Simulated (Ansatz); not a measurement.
```yaml
crystal:
  periodic: [false, false, false]
  atoms:
    - {symbol: Ge, position_ang: [-0.002863, 0.006052, -1.069398]}
    - {symbol: Si, position_ang: [0.003552, -0.006957, 1.324005]}
    - {symbol: H, position_ang: [0.824576, 1.162481, 1.780595]}
    - {symbol: H, position_ang: [0.609930, -1.305546, 1.766877]}
    - {symbol: H, position_ang: [-1.420149, 0.114267, 1.780660]}
    - {symbol: Cl, position_ang: [2.019328, -0.015732, -1.866464]}
    - {symbol: Cl, position_ang: [-0.994941, 1.775780, -1.849632]}
    - {symbol: Cl, position_ang: [-1.039433, -1.730346, -1.866635]}
basis:
  gaussian: {orbitals: cc-pVTZ-PP}
hamiltonian: {xc: {name: wB97}}
```

```sh
$ ansatz run in.yaml --threads 4 --pin off --events-out ev --progress --plain --max-ram 4787MiB
```

Shortened log:

```
Functional definition: wB97
Error: [file] the basis set cc-pVTZ-PP has no functions for Si
```

In this input the basis set is misnamed or doesn't suit the job. The program refused the input.
